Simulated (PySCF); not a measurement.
Structure elucidation problem

Molecular formula: C₆H₁₁F₃NP. Simulated spectra:

¹H NMR (600 MHz, computed): δ 7.59 (m, 1H), 5.62 (m, 1H), 3.23 (m, 3H), 2.15 (d, 3H), 1.56 (m, 3H).

¹³C{¹H} NMR (computed): δ 164.4 (CH), 134.7 (C), 121.6 (CH), 33.5 (CH3), 23.9 (CH3), 13.5 (CH3).

Computed data (PySCF 2.14.0 with density-fitted response routines): geometry from GFN2-xTB, PBE0/pcSseg-1 with gauge-including orbitals. One conformer, no solvent, no relativistic terms, averaged over atoms made equivalent by symmetry, fast rotation or ring inversion.

Referencing at the same level of theory: TMS for ¹H (31.72 ppm) and ¹³C (186.93 ppm).

Question: Deduce the structure.

Answer: 
6 carbon signals for 6 carbons: no two carbons are equivalent. Carbon types of the structure: 1 × C, 2 × CH, 3 × CH3, which accounts for all hydrogens. δC 164.4, 121.6: alkene CH; an sp2 carbon of a C=C bond. δC 134.7: CF3 carbon; 3 electronegative neighbours deshield it. δC 33.5: methyl carbon bonded to N; the inductive effect lowers its shielding. δC 23.9: allylic methyl carbon; a saturated carbon with 1 carbon neighbour and no heteroatom attached. δH 7.59, 5.62: hydrogen on an alkene CH; olefinic region. δH 3.23: hydrogen on a methyl carbon bonded to N; its carbon carries N, hence the downfield position. δH 2.15: hydrogen on an allylic methyl carbon; allylic position.

The compound is SMILES C/C=C/[P@](C)(=NC)C(F)(F)F.

The data come from this structure; uniqueness wasn't tested.

Splittings by ¹⁹F and ³¹P in the carbon and heteronuclear signals aren't shown, as no couplings were computed. Shifts are as computed. Against solution values, carbons near 30 ppm lie about +3 ppm off and those near 130 ppm about +5 ppm. Of 1211 compounds with measured shifts, 218 miss one by over three times the rms of a fit or turn the order of signals round; such compounds aren't used in these exercises. No couplings were computed; multiplicities are counted from neighbouring protons, with m where these are inequivalent, close in shift, in a saturated or five-membered ring or joined by F or P, and br s for small geminal =CH2 splittings.
